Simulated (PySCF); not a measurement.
Molecule: sum formula GeSiH$_{4}$, charge 1, multiplicity 2. SMILES of the parent species: [SiH2]=[GeH2]
Structure (B3LYP-D3(BJ)/def2-TZVP (Ansatz) minimum search):
```xyz
6

Si    -1.5569    -0.0107     0.0324
Ge     0.7306     0.0050    -0.0152
H     -2.2884     1.2271     0.3300
H     -2.2831    -1.2586    -0.2348
H      1.4968    -1.2747    -0.3231
H      1.4912     1.2953     0.2609
```
Charge +1, spin multiplicity 2.

Dispersion corrections to the total energy (kcal/mol) from the dftd3 and dftd4 libraries through PySCF: D3(BJ) without and D4 with the three-body term, each with the damping fitted for the functional named.

| functional | D3(BJ) | D4 |
|---|---|---|
| BLYP | -5.87 | -4.30 |
| PW6B95 | -1.76 | -1.59 |
| revPBE | [?] | -5.11 |
| B3LYP | -4.92 | -3.30 |
| HF | -23.06 | [?] |
| B2PLYP | -2.59 | [?] |
| PBE | -2.52 | -2.00 |

Task: What belongs in the gaps?

Result: 
- revPBE, D3(BJ): -5.93
- HF, D4: -6.58
- B2PLYP, D4: -1.36
